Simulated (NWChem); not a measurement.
# Lowest excitation of H₆Ga₂

```xyz
8

Ga     1.3076     0.0000     0.0000
Ga    -1.3076     0.0000     0.0000
H      0.0000     1.1871     0.0098
H      1.9664     0.0000     1.4190
H      1.9454     0.0000    -1.4287
H      0.0000    -1.1871     0.0098
H     -1.9664     0.0000     1.4190
H     -1.9454     0.0000    -1.4287
```
Charge 0, spin multiplicity 1.

All runs are NWChem calculations. All single points use one geometry, from PBE/def2-SVP, a minimum by its harmonic frequencies.

Basis set: def2-SVP.

Relative cost: rough, from shared machines, SCF included, CIS = 1.

The Hamiltonian is non-relativistic. The correlated methods keep 18 core orbitals frozen. B3LYP has NWChem's definition, with VWN1-RPA local correlation. The structure started from a generated list of species. Coupled-cluster values serve here as a point of comparison, not as the truth.

```json
[
 {"method": "CIS", "lowest vertical singlet excitation energy (eV)": "7.84", "relative cost": "1"},
 {"method": "TD-PBE", "lowest vertical singlet excitation energy (eV)": "___", "relative cost": "under 3"},
 {"method": "TDA-BHandHLYP", "lowest vertical singlet excitation energy (eV)": "___", "relative cost": "under 3"},
 {"method": "TD-B3LYP", "lowest vertical singlet excitation energy (eV)": "___", "relative cost": "4"},
 {"method": "EOM-CCSD", "lowest vertical singlet excitation energy (eV)": "___", "relative cost": "9"}
]
```

Task: Complete the blanks.

Result: 
- TD-PBE, lowest vertical singlet excitation energy (eV): 5.56
- TDA-BHandHLYP, lowest vertical singlet excitation energy (eV): 6.80
- TD-B3LYP, lowest vertical singlet excitation energy (eV): 6.09
- EOM-CCSD, lowest vertical singlet excitation energy (eV): 6.87
